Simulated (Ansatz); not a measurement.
`[SiH3]C[AsH2]` + `C[SeH]` → `C[Se][AsH2]` + `C[SiH3]` at 298.15 K and 1 bar (ligand exchange at the As–C bond).

Computed with Ansatz on PBE0-D4/def2-TZVP structures; ΔE is electronic, products minus reactants. CCSD(T)/CBS is the MP2 limit (def2-TZVPP, def2-QZVPP) plus CCSD(T) − MP2 in def2-TZVPP, frozen cores. This one scheme is used for every species. For As, Se outer-core shells are correlated without core-valence functions, which leaves a few kJ/mol of doubt a bond. Scalar relativity is left out up to krypton.

```
        species  CCSD(T)/CBS energy (Eh)  H − E (kJ/mol)  S (J/(mol·K))
`[SiH3]C[AsH2]`              -2566.33655           196.2          326.8
       `C[SeH]`              -2441.15625           129.5          267.5
  `C[Se][AsH2]`              -4676.77761           158.9          338.7
      `C[SiH3]`               -330.73916           173.3          255.5
```

H − E and S are ideal-gas, rigid-rotor, harmonic terms from PBE0-D4/def2-TZVP. 1 Eh = 2625.50 kJ/mol, R = 8.31446 J/(mol·K).

Task: By hand: ΔE, ΔH, ΔS and ΔG.

Result: ΔE = (-4676.77761) + (-330.73916) − (-2566.33655) − (-2441.15625) = -0.02397 Eh = -62.9 kJ/mol. Δ(H − E) = 158.9 + 173.3 − 196.2 − 129.5 = 6.5, so ΔH = -56.4 kJ/mol. ΔS = 338.7 + 255.5 − 326.8 − 267.5 = -0.1 J/(mol·K). ΔG = -56.4 − 298.15 × (-0.1)/1000 = -56.4 kJ/mol.

Task: By hand: the equilibrium constant, and the temperature at which ΔG would vanish if ΔH and ΔS stayed fixed.

Result: log₁₀ K = −ΔG/(RT ln 10) = 9.9. ΔG = 0 at ΔH/ΔS = 564000 K, far beyond where these terms or the molecules hold.

The number of gas molecules stays the same, so ΔS is small and ΔH decides. A doubt of 5 kJ/mol in ΔE shifts log₁₀ K by 0.9 here. These are equilibria of isolated gas molecules and say nothing of rates. Largest T1 diagnostic: 0.011 (customary marks: 0.02 for closed shells, 0.045 for open ones).
